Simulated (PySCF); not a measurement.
All values below come from PySCF 2.14.0 with B3LYP-D3(BJ)/def2-TZVP. Isolated molecules, 0 K electronic values unless said otherwise. One relaxed conformer stands for a flexible species; it need not be the lowest. B3LYP has the VWN-RPA correlation part, as in Gaussian. Excitations are Tamm–Dancoff values on a coarser integration grid. The basis has no diffuse functions, so Rydberg states are missing or too high.

Reference species (SMILES): `N#CC/C=C/[SiH3]` (neutral, multiplicity 1).

The S1 oscillator strength comes out as 0.007 and the LUMO is -1.12 eV. The T1 excitation (TDA) is 4.32 eV.

After one change: the S1 oscillator strength is nearly the same; the LUMO falls by 0.74 eV; the T1 excitation (TDA) drops by 0.77 eV.

What was changed between the two runs? The new species is one of these.
(A) `C=C(C#N)C[SiH3]`
(B) `N#CC/C=C\[SiH3]`
(C) `N#C/C=C\C[SiH3]`
(D) `C/C=C(\[SiH3])C#N`

D, `C/C=C(\[SiH3])C#N`
